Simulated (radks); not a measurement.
Values are calculated unless marked as measured or tabulated.
The tellurium anion Te2-, [Xe], held by a Watson sphere: a shell of charge +2 at radius R that stands for the Madelung well of a crystal (potential energy -2/R inside, -2/r outside, in hartree with lengths in bohr). Level of theory: scalar-relativistic Kohn-Sham, r2SCAN, spin-unpolarised, spherical densities, finite nucleus; meta-GGA in the generalised Kohn-Sham scheme; Fermi nuclear charge, rms radius of each element as measured or else 0.836 A^(1/3) + 0.57 fm (a radial shooting solver on a logarithmic mesh with Libxc functionals).

| R (bohr) | e(4d) (eV) | e(5s) (eV) | e(5p) (eV) | <r> 5p (bohr) | sum of <r^2> (bohr^2) | X-ray form factor at sin(theta)/lambda = 0.1 1/angstrom |
|---|---|---|---|---|---|---|
| 2.73 | -41.446 | -16.236 | -7.271 | 2.675 | 79.02 | 49.220 |
| 3.68 | -40.283 | -14.352 | -5.848 | 2.898 | 88.82 | 48.874 |
| 4.08 | -39.885 | -13.730 | -5.280 | 2.977 | 92.59 | 48.767 |
| 4.42 | -39.562 | -13.264 | -4.830 | 3.037 | 95.63 | 48.692 |
| 4.52 | -39.470 | -13.136 | -4.703 | 3.054 | 96.50 | 48.672 |
| 4.54 | -39.452 | -13.111 | -4.678 | 3.057 | 96.67 | 48.668 |
| 5.25 | -38.840 | -12.320 | -3.868 | 3.163 | 102.5 | 48.557 |
| 5.28 | -38.816 | -12.290 | -3.837 | 3.167 | 102.8 | 48.553 |
| 5.39 | -38.728 | -12.184 | -3.725 | 3.182 | 103.6 | 48.540 |
